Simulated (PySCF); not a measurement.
Geometry (Å), atoms numbered from 1 in this order:
```xyz
18

C     2.844   -0.311    0.674
N     1.440   -0.508    0.422
B     0.371    0.148    1.026
C    -1.139   -0.165    0.657
C    -1.332   -1.260   -0.388
C    -1.865    1.124    0.257
H     3.333   -1.233    1.035
H     2.971    0.461    1.445
H     3.384    0.020   -0.229
H     1.242   -1.212   -0.281
H     0.633    0.992    1.862
H    -1.597   -0.511    1.606
H    -2.399   -1.467   -0.575
H    -0.890   -0.972   -1.358
H    -0.868   -2.212   -0.079
H    -1.456    1.537   -0.680
H    -2.942    0.950    0.093
H    -1.764    1.903    1.029
```

- PBE0-D3(BJ)/def2-SVP structure
- shielding tensors at PBE0/pcSseg-1 (GIAO)
- run in PySCF 2.14.0 with density-fitted response routines
- no relativistic terms, fast rotation and ring inversion assumed for equivalent nuclei, isolated molecule, a single conformation

δ = σ(ref) − σ, references computed at the same level: TMS for 13C (184.41 ppm) and 1H (31.27 ppm); 15N (265.67 ppm) against NH3; 11B (100.73 ppm) against BF3·OEt2.

```
                  atoms  nucleus  count  Hirshfeld charge  δ (ppm)
                     N2      15N      1             -0.16    122.8
                    H11       1H      1             -0.07     4.86
               H7/H8/H9       1H      3              0.04     2.95
                  C5/C6      13C      2             -0.12        ?
                    H12       1H      1              0.04     0.80
                    H10       1H      1              0.12     3.76
                     C4      13C      1             -0.09     19.9
                     B3      11B      1              0.12        ?
                     C1      13C      1             -0.06     37.1
H13/H14/H15/H16/H17/H18       1H      6              0.03        ?
```

Problem. Fill in the missing shifts.

Solution. 
- C5/C6: 18.8 ppm, methyl carbon; aliphatic region, no heteroatom directly attached
- H13/H14/H15/H16/H17/H18: 0.89 ppm, hydrogen on a methyl carbon
- B3: 42.5 ppm, boron bonded to C, N, H

OH/NH shifts are gas-phase values; hydrogen bonding in solution moves them, usually downfield. Hydrogens on boron are broadened and split by 11B (spin 3/2, 80 %) and 10B (spin 3). A carbon bonded to boron is broadened by the quadrupolar boron nucleus and is often missing from a measured spectrum. Shifts are as computed. Against solution values, carbons near 30 ppm lie about +2 ppm off and those near 130 ppm about +5 ppm. Of 1211 compounds with measured shifts, 218 miss one by over three times the rms of a fit or turn the order of signals round; such compounds aren't used in these exercises. Experimental scales use liquid or dissolved standards, which lie at an offset from isolated NH3 (liquid NH3: subtract about 20 ppm).
